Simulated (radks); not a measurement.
The indium ion In3+, configuration [Kr] 4d10 (the NIST ground configuration).

Method: scalar-relativistic Kohn-Sham, LDA (Slater exchange, Perdew-Wang correlation), spin-polarised, spherical densities, finite nucleus; Fermi nuclear charge, rms radius 4.6156 fm; computed with a radial shooting solver on a logarithmic mesh with Libxc functionals.

Energy parts (eV):
| part | energy |
|---|---|
| total | -159848.449 |
| kinetic | 166559.526 |
| electron-nucleus | -385269.566 |
| Hartree | 63038.247 |
| exchange-correlation | -4176.656 |

Orbitals (lengths in bohr, moments of r in powers of bohr):
orbital,occ.,eigenvalue (eV),<r^4>
1s,2,-27749.67,3.730e-06
2s,2,-4181.181,0.0006534
2p,6,-3758.419,0.0004687
3s,2,-817.0466,0.02972
3p,6,-678.5586,0.03150
3d,10,-462.8099,0.02909
4s,2,-149.2511,0.9906
4p,6,-107.8260,1.465
4d,10,-48.1318,4.459
5s,0,-33.3870,42.78
5p,0,-24.7863,81.42

The highest occupied level is 4d at -48.132 eV. For comparison, the ionisation energy in NIST's Atomic Spectra Database is 55.45 eV (measured). In exact Kohn-Sham theory the highest level is minus the ionisation energy, but local and semilocal functionals leave it too shallow, through self-interaction and a potential that decays too fast; potentials with the right tail come closer.
